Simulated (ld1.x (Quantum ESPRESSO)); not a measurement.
# Plane-wave convergence, RRKJ potential for beryllium (Be)

beryllium, norm-conserving RRKJ (Kleinman–Bylander form), made with ld1.x (Quantum ESPRESSO) 7.5 (PBE, non-relativistic). Core [He], reference 2s2 2p0. Waves: 2p (bound, empty): rc 4.20 bohr; 3d channel at 0.35 Ry: rc 3.95 bohr; 2s (bound): rc 1.75 bohr. Local part: the s channel. Core correction: a·sin(br)/r model core inside 1.00 bohr.

The pseudo-atom Hamiltonian at the reference potential is diagonalised in spherical Bessel functions j_l(qr) that vanish at 20 bohr, with q² up to the cutoff. All-electron valence levels (Ry): 2p -0.1484, 2s -0.4122.

How do the lowest levels (Ry) of each channel move with the cutoff, and are there ghosts?

| cutoff (Ry) | p #1 | d #1 | s #1 | f #1 | Σ f·Δε (mRy) |
| --- | --- | --- | --- | --- | --- |
| 8 | -0.1484 | 0.0652 | -0.4043 | 0.1138 | 15.9 |
| 10 | -0.1484 | 0.0652 | -0.4086 | 0.1138 | 7.3 |
| 12 | -0.1484 | 0.0652 | -0.4107 | 0.1138 | 3.1 |
| 15 | -0.1484 | 0.0652 | -0.4115 | 0.1138 | 1.5 |
| 18 | -0.1484 | 0.0652 | -0.4116 | 0.1138 | 1.2 |
| 21 | -0.1484 | 0.0652 | -0.4117 | 0.1138 | 1.2 |
| 25 | -0.1484 | 0.0652 | -0.4117 | 0.1138 | 1.0 |
| 30 | -0.1484 | 0.0652 | -0.4119 | 0.1138 | 0.6 |
| 35 | -0.1484 | 0.0652 | -0.4121 | 0.1138 | 0.2 |
| 40 | -0.1484 | 0.0652 | -0.4122 | 0.1138 | 0.1 |
| 400 | -0.1484 | 0.0652 | -0.4122 | 0.1138 | 0.0 |

Result: no extra level below or beside the all-electron valence levels (p, d, s, f tested); 10 mRy is reached at 10 Ry and 1 mRy at 30 Ry.
